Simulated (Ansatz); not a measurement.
Coupled-cluster diagnostics for the cluster Si2N2O, Ansatz.

Geometry of the singlet (r2SCAN-D4/def2-SVP):

```tsv
atom	x (Å)	y (Å)	z (Å)
Si1	0.720	-0.829	1.191
Si2	-0.718	0.831	-1.191
N3	-1.426	1.631	-2.349
N4	0.029	-0.022	0.037
O5	1.395	-1.611	2.313
```

Correlated methods freeze 13 core orbitals. Another isomer (singlet) lies 2.68 eV lower at PBE0-D4/def2-TZVP; other spin states weren't run for this one.

Problem. Estimate the CCSD(T) correlation energy, the shares of MP2 and (T), T1 and the reference's ⟨S²⟩ for: charge 0, singlet, own geometry in def2-TZVPP; and the rough time on 4 threads of Arm Neoverse V2 on a shared host.

Solution. 
| state | basis | correlation (eV) | MP2 share (%) | (T) share (%) | T1 | ⟨S²⟩ (pure) | wall time | remarks |
| --- | --- | --- | --- | --- | --- | --- | --- | --- |
| charge 0, singlet, own geometry | def2-TZVPP | -24.766 | 96.3 | 6.0 | 0.029 | 0.00 (0.00) | 25 s | large T1 (0.029), restricted SCF unstable |
Customary marks for T1 are 0.02 (closed shells), 0.045 (open shells) and about 0.05 (3d metals). T1 exceeds 0.02 in 1 of 1 rows and 0.045 in 0; the higher it lies, the less the single-reference result can be trusted.
